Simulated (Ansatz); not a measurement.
C₂H₅AlGe, SMILES `[GeH3][Al]1[CH]=[CH]1`, 9 atoms. Total charge 0; spin multiplicity 1. Correlated methods include outer-core shells of Ge, which these sets cover unevenly. Scalar relativity is left out up to krypton. All runs use 2 threads of an Arm Neoverse V1 on a shared host. Correlated methods freeze the cores.

Q: How many basis functions does each run have, and how long does it take in Ansatz? RKS PBE-QIDH (frozen core)/def2-TZVPP energy; RKS ωB97M-V/def2-QZVPP energy; RKS PBE0-D4/def2-TZVP frequencies; RKS PBE0-D4/def2-TZVP relaxation (6 steps); RKS revPBE-D4/def2-TZVPP energy; RKS r2SCAN0-D4/def2-TZVPP energy; RHF-CCSD(T)/def2-SVP energy; RHF-MP2/def2-QZVPP energy; RKS ωB97M-V/def2-SVP energy; RHF-CCSD(T)/def2-TZVPP energy; RKS HSE06 (plane-wave form)-D4/def2-TZVPP energy; direct RPA on PBE orbitals/def2-TZVPP energy. (An estimate is asked.)

A: The calculation gave: Other jobs shared the machine, so times are rough.

| level | job | functions | wall time | peak host memory (GiB) |
| --- | --- | --- | --- | --- |
| RKS revPBE-D4/def2-TZVPP | energy | 222 | 3.1 s | 0.26 |
| RKS HSE06 (plane-wave form)-D4/def2-TZVPP | energy | 222 | 6 s | 0.56 |
| RHF-CCSD(T)/def2-SVP | energy | 103 | 7.5 s | 0.42 |
| RKS r2SCAN0-D4/def2-TZVPP | energy | 222 | 8.5 s | 0.56 |
| RKS ωB97M-V/def2-SVP | energy | 103 | 9.5 s | 0.42 |
| RKS PBE-QIDH (frozen core)/def2-TZVPP | energy | 222 | 9.5 s | 0.52 |
| direct RPA on PBE orbitals/def2-TZVPP | energy | 222 | 11 s | 0.49 |
| RKS ωB97M-V/def2-QZVPP | energy | 423 | 35 s | 1.6 |
| RHF-MP2/def2-QZVPP | energy | 423 | 36 s | 2.1 |
| RKS PBE0-D4/def2-TZVP | relaxation (6 steps) | 177 | 36 s | 0.45 |
| RHF-CCSD(T)/def2-TZVPP | energy | 222 | 2.7 min | 3.3 |
| RKS PBE0-D4/def2-TZVP | frequencies | 177 | 3.7 min | 0.44 |
